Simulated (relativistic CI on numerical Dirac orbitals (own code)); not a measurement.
# Sensitivity of the levels of Lu⁹⁺ to α and to the nuclear radius

Computed by Dirac-Coulomb-Breit CI, orbitals from a KLI potential per configuration, derivatives by finite differences, unscaled Slater integrals, QED left out (own radial code, finite nucleus).

Configuration list (outside the closed core [Kr] 4d10): 4f12 5s2 5p2, 4f14 5s2, 4f13 5s2 5p, 4f12 5s 5p3, 4f14 5s 5p, 4f12 5p4, 4f14 5p2, 4f13 5s2 5d. The list is cut by size and lacks configurations that can hold low levels.

With x = (α/α₀)² − 1 an excitation energy changes as ω = ω₀ + qx; K = 2q/ω₀ is the relative enhancement. Terms are leading LS components, so labels can repeat. The field-shift factor is F = δν/δ⟨r²⟩ for the transition from the lowest level.

Lowest level 4f12 5s2 5p2 3H_6.

```tsv
Level	ω₀ (cm⁻¹)	q (cm⁻¹)	F (GHz/fm²)
4f12 5s2 5p2 3F_4	8166.6	-1129	0.173
4f12 5s2 5p2 5H_5	13353.4	11830	0.35
4f12 5s2 5p2 3H_4	20626.9	12170	0.64
4f12 5s2 5p2 3F_2	22068.8	7224	0.317
4f12 5s2 5p2 5G_3	22681.0	11900	0.502
4f12 5s2 5p2 3H_4	33676.6	21520	0.913
4f12 5s2 5p2 3P_2	41470.3	12180	0.479
4f12 5s2 5p2 5D_0	48865.8	15640	-0.148
4f12 5s2 5p2 3I_6	50799.2	10980	0.806
4f12 5s2 5p2 5D_1	52482.3	20130	0.0449
4f12 5s2 5p2 3F_2	57420.0	24100	0.584
4f12 5s2 5p2 5H_7	59293.4	91010	-9.91
4f12 5s2 5p2 5G_5	68183.6	90410	-9.49
```

At this charge energies of transitions that change n are usually good to better than 1 %, and those within a shell (Δn = 0) to a few per cent. Terms inside the open d or f shell come out 10 to 20 % too wide with unscaled integrals. Levels and lines within the n = 5 or 6 shells can be off by up to 10 % or somewhat more, and those that change n by about 2 %, since core polarisation is missing.

(1) Which transition from the lowest level has the largest |K|?

Results:

(1) 4f12 5s2 5p2 5H_7 at 59293.4 cm⁻¹, K = 3.07.
